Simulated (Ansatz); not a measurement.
Molecule: C5H7Ge (charge 0, doublet). It need not be the lowest isomer of its formula. SMILES: [GeH3][C]1=C[C]=CC1
Geometry from a B3LYP-D3(BJ)/def2-TZVP (Ansatz, a program for electronic structure) optimisation:
```xyz
13

Ge    -1.5405     0.0265     0.0175
C      0.3967     0.0146    -0.0779
C      1.1436     0.3167    -1.1634
C      2.5382     0.1777    -0.7860
C      2.7166    -0.1955     0.4775
C      1.3281    -0.3384     1.0638
H     -2.0996     0.4391    -1.3537
H     -2.0707    -1.3711     0.3923
H     -2.0215     1.0211     1.0919
H      0.7839     0.6093    -2.1384
H      3.6339    -0.3719     1.0160
H      1.1481    -1.3566     1.4271
H      1.1828     0.3297     1.9203
```
Charge 0, spin multiplicity 2.

Property: atomisation energy (electronic, to ground-state atoms), in kJ/mol. Valence correlation only, unless marked. Open shells are spin-unrestricted. No spin-orbit coupling. The frozen core is the preceding noble-gas configuration, with the filled d and f shells of earlier blocks. No relativistic terms. The coupled-cluster limit lacks core correlation, which all-electron functionals hold. Basis-set limits of correlation are two-point, X^-3; Hartree-Fock from the larger set.

| level | program | atomisation energy (kJ/mol) |
|---|---|---|
| PBE/def2-TZVPD | Ansatz | 5310.1 |

Problem. Estimate the value at CCSD(T)/CBS(cc-pVTZ,cc-pVQZ) as computed with Ansatz.

Solution. 5162.7 kJ/mol
